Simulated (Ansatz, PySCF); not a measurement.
CH₄O₂, SMILES OCO. Atoms are numbered in the order given.

```xyz
7

O     -1.1678     0.0979    -0.2519
C      0.0000     0.0000     0.5255
O      1.1678    -0.0979    -0.2519
H     -1.2456    -0.7053    -0.7811
H     -0.0011    -0.8948     1.1529
H      0.0011     0.8948     1.1529
H      1.2456     0.7053    -0.7811
```

Geometry: B3LYP-D3(BJ)/def2-TZVP. Other conformers were not sampled.

Two levels are set side by side: PBE-D3(BJ)/def2-TZVP (Ansatz, a first-principles code) and B3LYP-D3(BJ)/def2-TZVP (Ansatz). Each level has its own optimised geometry; the coordinates shown are those of the second. Frequencies come from the Hessian of PySCF at each geometry. Differences are taken from unrounded values.

```
quantity                            B3LYP-D3(BJ)
----------------------------------  ------------
mean bond length (Å)                       1.155
bond O1–C2 (Å)                             1.406
bond C2–O3 (Å)                             1.406
bond O1–H4 (Å)                             0.965
bond C2–H5 (Å)                             1.093
bond C2–H6 (Å)                             1.093
bond O3–H7 (Å)                             0.965
highest harmonic wavenumber (cm⁻¹)          3780
mean harmonic wavenumber (cm⁻¹)             1669
zero-point energy (kcal/mol)               35.78
```

Question: What does PBE-D3(BJ) give, and how far is it from B3LYP-D3(BJ)? (Estimate from the structure and the level; the computed values follow.)

Answer: 
```json
[
 {"quantity": "mean bond length (Å)", "PBE-D3(BJ)": "1.164", "PBE-D3(BJ) minus B3LYP-D3(BJ)": "0.009"},
 {"quantity": "bond O1–C2 (Å)", "PBE-D3(BJ)": "1.414", "PBE-D3(BJ) minus B3LYP-D3(BJ)": "0.008"},
 {"quantity": "bond C2–O3 (Å)", "PBE-D3(BJ)": "1.414", "PBE-D3(BJ) minus B3LYP-D3(BJ)": "0.008"},
 {"quantity": "bond O1–H4 (Å)", "PBE-D3(BJ)": "0.974", "PBE-D3(BJ) minus B3LYP-D3(BJ)": "0.009"},
 {"quantity": "bond C2–H5 (Å)", "PBE-D3(BJ)": "1.103", "PBE-D3(BJ) minus B3LYP-D3(BJ)": "0.010"},
 {"quantity": "bond C2–H6 (Å)", "PBE-D3(BJ)": "1.103", "PBE-D3(BJ) minus B3LYP-D3(BJ)": "0.010"},
 {"quantity": "bond O3–H7 (Å)", "PBE-D3(BJ)": "0.974", "PBE-D3(BJ) minus B3LYP-D3(BJ)": "0.009"},
 {"quantity": "highest harmonic wavenumber (cm⁻¹)", "PBE-D3(BJ)": "3672", "PBE-D3(BJ) minus B3LYP-D3(BJ)": "-109"},
 {"quantity": "mean harmonic wavenumber (cm⁻¹)", "PBE-D3(BJ)": "1620", "PBE-D3(BJ) minus B3LYP-D3(BJ)": "-49"},
 {"quantity": "zero-point energy (kcal/mol)", "PBE-D3(BJ)": "34.73", "PBE-D3(BJ) minus B3LYP-D3(BJ)": "-1.06"}
]
```

Exact exchange shortens and stiffens bonds; PBE has none. Differences between two approximate levels are no errors against the true value.
